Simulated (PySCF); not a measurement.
**Radial density of Mn (manganese, neutral)**

TPSS, [Ar] 3d5 4s2, high-spin 6S determinant. Calculation: PySCF 2.14, in jorge-DZP-DKH; scalar relativity by spin-free X2C-1e.

```tsv
r (bohr)	4πr²ρ (e/bohr)	4πr²(ρα − ρβ)
0.00134	0.3177	0.0000
0.00225	0.7892	0.0000
0.00378	1.927	0.0000
0.00636	4.517	0.0001
0.0107	9.795	0.0002
0.0180	18.52	0.0002
0.0303	27.79	-0.0005
0.0509	29.22	-0.0034
0.0856	23.26	-0.0093
0.144	29.06	0.0179
0.242	30.02	0.3767
0.408	12.55	2.0955
0.686	14.94	4.1505
1.15	8.559	3.2661
1.94	1.957	1.1099
3.26	0.6474	0.0192
5.49	0.1194	-0.0251
9.23	0.002274	-0.0010
```

Densities and radii are taken from the X2C orbitals without a picture-change correction, which distorts them close to the nucleus.

(1) Where is the radial spin density 4πr²(ρα − ρβ) most negative, and why is it negative at all?

## Answers

(1) Around r = 5.49 bohr, down to -0.0251 e/bohr: exchange with the open shell polarises the paired shells in an unrestricted calculation.
